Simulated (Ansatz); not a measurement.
Geometry optimisation, Ansatz 0.2.0, RKS PBE/def2-SVP.

Input file:

```yaml
crystal:
  periodic: [false, false, false]
  atoms:
    - { symbol: Cl, position_ang: [-1.9511, -1.8785, 1.081] }
    - { symbol: Si, position_ang: [-0.2977, -0.8543, 0.3532] }
    - { symbol: Se, position_ang: [1.6156, -2.045, 0.3336] }
    - { symbol: O, position_ang: [-0.4873, 0.0153, -1.083] }
    - { symbol: C, position_ang: [-0.3667, 1.1952, -0.3642] }
    - { symbol: O, position_ang: [-0.1164, 0.7327, 0.9595] }
    - { symbol: H, position_ang: [2.4288, -0.84, -0.2336] }
    - { symbol: H, position_ang: [-1.2499, 1.8457, -0.3711] }
    - { symbol: H, position_ang: [0.26631, 1.47295, 1.49397] }
basis:
  gaussian: { orbitals: def2-SVP }
hamiltonian:
  xc: pbe
relax:
  f_tol: 0.02
  max_steps: 50
output:
  orbitals: {}
```

Command:

```bash
$ ansatz run input.yaml --threads 2 --pin off --max-ram 3072MiB --backend cpu --events-out ev --progress --plain --runs-dir out
```

Where does it end, and by what steps?

It converged. After 44 steps the energy has fallen by 3.511 eV; O6 moved furthest, 1.16 Å. Parted: Si2–C5, C5–O6, O6–H9. Joined: C5–H9.

```csv
step,energy less start (eV),largest force component (eV/Å),accepted
0,0.0000,4.522,yes
2,-0.9779,1.156,yes
4,-1.2508,1.232,yes
6,-1.5458,0.869,yes
8,-1.8200,0.895,yes
10,-2.1636,1.714,yes
12,-2.4928,1.187,yes
14,-2.6576,0.591,yes
16,-2.6815,0.277,yes
18,-2.6996,0.264,yes
20,-2.7105,0.195,yes
22,-2.7656,1.473,yes
24,-2.8537,1.453,yes
26,-2.9028,0.230,yes
28,-2.9070,0.473,no
30,-2.9168,0.171,yes
32,-2.9311,0.299,yes
34,-3.1009,1.146,yes
36,-3.4367,1.081,yes
38,-3.4944,0.278,yes
40,-3.5041,0.261,yes
42,-3.5111,0.029,yes
44,-3.5113,0.019,yes
```

```xyz
9
Properties=species:S:1:pos:R:3
Cl -1.714 -2.053 1.009
Si -0.005 -0.874 0.900
Se 1.521 -2.135 -0.227
O -0.738 0.249 -0.645
C -0.732 1.461 -0.402
O 0.350 0.259 1.912
H 2.614 -1.229 0.213
H -1.101 2.163 -1.186
H -0.351 1.803 0.596
```

Time of the run: 2.7 min on 2 threads of Arm Neoverse V1, on a shared host, peak memory 0.18 GiB.
